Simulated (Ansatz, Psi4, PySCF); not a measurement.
C$_{2}$H$_{6}$F$_{2}$GeS$_{2}$, singlet, geometry from GFN2-xTB, atoms displaced at random by about 0.08 Å a coordinate. Base run: R2SCAN/STO-3G, gradient (PySCF).

Here is a job for PySCF.
```python
from pyscf import gto, scf, dft

mol = gto.M(
    atom='''
C    -2.735625    0.952864    0.685480
S    -1.405580    1.568950   -0.608238
Ge   -0.000849   -0.304630   -0.270718
F     1.088310   -0.393153   -1.738246
F    -0.968476   -1.725709   -0.352983
S     1.377820   -0.486885    1.337316
C     2.746024    0.680205    0.970797
H    -3.039400    0.045894    0.281217
H    -3.519506    1.793129    0.549102
H    -2.178594    0.903391    1.598348
H     2.338942    1.652833    0.894090
H     3.041595    0.389583   -0.263744
H     3.540105    0.623642    1.483412
''',
    basis='sto-3g',
    charge=0,
    spin=0,
    verbose=4,
)

mf = dft.RKS(mol)
mf.xc = 'r2scan'
mf.kernel()
g = mf.nuc_grad_method()
grad = g.kernel()
```

Programs used: Ansatz (a program for electronic structure), Psi4, PySCF; a row that names a program was run with it.

The coordinate followed is x of atom 7.

Each row names what was changed in the base input (with any setting that the change needs).

```tsv
change	dE/dx (Eh/bohr)	net force (Eh/bohr)
base	0.143319	0.004455
code = psi4	0.143473	0.003250
conv_tol = 1e-11	0.143319	0.004455
finite difference step (bohr) = 0.05; conv_tol = 1e-11	0.143761	-
finite difference step (bohr) = 1e-3; conv_tol = 1e-11	0.143303	-
code = ansatz	0.143332	0.000000
grids.level = 5; grid_response = off	0.143360	0.000747
grids.level = 5; grid_response = on	0.143332	0.000000
finite difference step (bohr) = 1e-5; conv_tol = 1e-11	0.143304	-
grids.level = 0; grid_response = off	0.147677	0.055808
grids.level = 1; grid_response = off	0.144114	0.012921
conv_tol = 1e-4	0.143113	0.004453
```

The net force is zero for an exact gradient.
